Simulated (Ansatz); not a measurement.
A run for Ansatz (an electronic-structure program): R-wB97X-V/def2-TZVPP on CH4OSn (SMILES [CH3][Sn][OH]), a point of a torsion scan. Elements past Kr take the def2 small-core potentials; no spin–orbit coupling.

Ansatz 0.2 input:
```yaml
crystal:
  periodic: [false, false, false]
  atoms:
    - {symbol: C, position_ang: [-1.02582982, -0.05797244, 0.00874623]}
    - {symbol: Sn, position_ang: [0.65278161, 1.47473489, -0.20046147]}
    - {symbol: O, position_ang: [2.18241079, 0.19809022, 0.17780265]}
    - {symbol: H, position_ang: [-0.84766558, -0.90866971, -0.65427907]}
    - {symbol: H, position_ang: [-2.02065983, 0.32831360, -0.21683585]}
    - {symbol: H, position_ang: [-1.05300274, -0.44908085, 1.02957473]}
    - {symbol: H, position_ang: [2.08402808, -0.73183918, 0.36883671]}
basis:
  gaussian:
    orbitals: def2-TZVPP
hamiltonian:
  xc: {name: wB97X-V}
scf: {lower_state_search: off}
```

The head of its log:

```
WARN ansatz: RAYON_NUM_THREADS=1 ignored (pool sized by the plan → 1); use --threads N
Functional definition: wB97X-V
these checks for a lower state are left out or cut short: stability, starts, cluster_reference, orbital_swaps, neighbouring_geometries, increment
integrals: 0.10 GiB planned
999 factors; their error is unknown
integrals: 0.13 GiB planned
234 factors; integrals over basis functions are off by at most 2.5e-5 eV
mean field: 0.85 GiB planned
mean field evaluation 1: about -8972.2955 eV, gradient 6.6e1 eV
mean field evaluation 2: about -8966.0594 eV, gradient 8.9e1 eV
```

Give the final energy of this run.

-330.0430 hartree.
